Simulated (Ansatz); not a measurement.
Abridged output of a molecular run in Ansatz:

```
Functional definition: HF
  name "HF"
  cite "Fock, Z. Phys. 61, 126 (1930) doi:10.1007/BF01340294"
  parent pbe
  exchange = exact_x
  correlation = 0
these checks for a lower state are left out or cut short: cluster_reference
1273 factors; integrals over basis functions are off by at most 8.7e-4 eV
mean field evaluation 1: about -64332.5018 eV, gradient 3.8e1 eV
mean field evaluation 2: about -64332.5087 eV, gradient 3.8e1 eV
mean field evaluation 4: about -64338.4872 eV, gradient 3.1e0 eV
mean field evaluation 8: about -64338.6359 eV, gradient 2.6e-1 eV
mean field -64338.63758249 eV, -2364.4013208615 hartree, gradient 5.8e-6 eV, S^2 0.754841; 0 other end points of the search recorded, 0 dependent functions left out
16 core orbitals not correlated: weight in the atoms' cores, before any rotation towards them, 1.000 or more for the frozen orbitals, at most 0.000 for the correlated occupied ones
reference -64338.63758249 eV, -2364.4013208615 hartree; 17, 16 occupied and 175, 176 virtual orbitals, 1273 factors
second order -21.94787793 eV of doubles, -0.00000000 eV of singles
cycle   1  -21.52187117 eV  change    4.3e-1 eV  update   1.3e-1
cycle   2  -22.19312665 eV  change   -6.7e-1 eV  update   4.0e-2
cycle   3  -22.35800897 eV  change   -1.6e-1 eV  update   2.3e-2
cycle   4  -22.34437099 eV  change    1.4e-2 eV  update   6.9e-3
cycle   5  -22.34140756 eV  change    3.0e-3 eV  update   4.0e-3
cycle   6  -22.34313731 eV  change   -1.7e-3 eV  update   1.4e-3
cycle   7  -22.34303377 eV  change    1.0e-4 eV  update   7.5e-4
cycle   8  -22.34321902 eV  change   -1.9e-4 eV  update   2.7e-4
cycle   9  -22.34330802 eV  change   -8.9e-5 eV  update   1.3e-4
cycle  10  -22.34326082 eV  change    4.7e-5 eV  update   4.3e-5
cycle  11  -22.34326236 eV  change   -1.5e-6 eV  update   1.8e-5
perturbative correction -0.84928742 eV, -0.0312107371 hartree
Total energy: -64361.83013227 eV, -2365.2536313455 hartree
Checks for a lower state left out: cluster_reference
```

Its atoms:

Cartesian coordinates in Å:
```
O -1.3968 1.7107 -2.1965
Ga -1.3456 0.2357 -1.1763
O 0.0496 0.1348 -0.0473
Si 0.6795 -0.8606 1.0865
H -0.6464 2.2842 -2.0062
H 1.8764 -0.2054 1.6743
H 1.0857 -2.1648 0.4930
H -0.3024 -1.1345 2.1725
```

Which basis set was used?
A. cc-pV(D+d)Z
B. def2-TZVPP
C. cc-pV(Q+d)Z
D. def2-SVPD

B. It gives 208 functions.

Write the keys of the input that set method, charge and spin (a neutral closed shell needs none for the last two).


```yaml
magnetization: {spin_polarized: true, initial_magnetization: 1}
correlation: {method: ccsd_t}
scf: {omitted_lower_state_checks: [cluster_reference]}
```
